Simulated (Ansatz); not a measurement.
C2H6SeSi can be A, `[SeH]C1C[SiH2]1`, or B, `[SiH3]CC=[Se]`.

Calculated with Ansatz (gas phase, PBE0-D4/def2-TZVP geometries, no zero-point term in ΔE). CCSD(T)/CBS adds triple-zeta CCSD(T) − MP2 to the extrapolated MP2 energy (def2 sets, frozen cores). DFT in def2-TZVPP. For Se outer-core shells are correlated without core-valence functions, which leaves a few kJ/mol of doubt a bond. Scalar relativity is left out up to krypton. Each species was taken in one conformer, which may not be the lowest.

Problem. Which isomer does CCSD(T)/CBS put lower? Give the gap. (Estimate.)

Solution. Ansatz gave: B, by 11.8 kcal/mol.

Problem. Give E(B) − E(A) in kcal/mol with B2PLYP, ωB97M-V, CCSD(T)/def2-TZVPP, HF/def2-TZVPP, PBE-D4, MP2/def2-TZVPP, PBE0-D4. (An estimate is asked.)

Solution. Computed: B2PLYP -13.2, ωB97M-V -8.8, CCSD(T)/def2-TZVPP -11.8, HF/def2-TZVPP -15.2, PBE-D4 -9.6, MP2/def2-TZVPP -10.5, PBE0-D4 -8.1. None reverses the order clearly.

Largest T1 diagnostic: 0.016.

From PBE to PBE0 (25 % exact exchange), in def2-TZVPP and without D4, E(B) − E(A) moves by +1.6 kcal/mol. In def2-TZVPP, CCSD(T) changes the Hartree–Fock value by +3.4 kcal/mol (the triples alone add −0.7 kcal/mol) and MP2 by +4.7 kcal/mol.
